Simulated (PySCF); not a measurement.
Si(H)(vinyl)(OH)(OMe) (C₃H₈O₂Si), SMILES O[SiH](C=C)OC.

Geometry: PBE0-D3(BJ)/def2-SVP. One conformer was computed; it need not be the lowest.

All values below come from TDA-CAM-B3LYP/def2-SVPD in PySCF.

Vertical excitations. 

```csv
state,energy (eV),λ (nm),f,main pairs
S1,6.65,186,0.007,"HOMO−2→LUMO 47 %, HOMO−3→LUMO 28 %, HOMO−1→LUMO 12 %"
S2,7.43,167,0.004,"HOMO−1→LUMO 71 %, HOMO−2→LUMO 11 %"
S3,7.56,164,0.169,"HOMO→LUMO+1 44 %, HOMO→LUMO 35 %"
S4,7.73,160,0.392,"HOMO→LUMO 41 %, HOMO→LUMO+1 28 %, HOMO−3→LUMO 9 %"
S5,7.84,158,0.057,"HOMO−3→LUMO 45 %, HOMO−2→LUMO 26 %"
S6,7.96,156,0.037,HOMO−1→LUMO+1 64 %
S7,8.08,153,0.005,"HOMO−2→LUMO+1 35 %, HOMO−3→LUMO+1 25 %, HOMO−1→LUMO+2 17 %"
S8,8.30,149,0.063,"HOMO−2→LUMO+1 36 %, HOMO−1→LUMO+2 34 %"
S9,8.39,148,0.024,"HOMO→LUMO+3 51 %, HOMO−3→LUMO+1 10 %"
S10,8.43,147,0.003,"HOMO→LUMO+3 16 %, HOMO−1→LUMO+2 14 %, HOMO−1→LUMO+1 14 %, HOMO−3→LUMO+1 9 %"
T1,4.22,294,0,HOMO→LUMO 87 %
T2,6.06,205,0,"HOMO−2→LUMO 46 %, HOMO−3→LUMO 31 %, HOMO−1→LUMO 9 %"
T3,7.17,173,0,HOMO−1→LUMO 73 %
T4,7.44,167,0,HOMO→LUMO+1 72 %
```
Triplets are in the Tamm–Dancoff approximation.
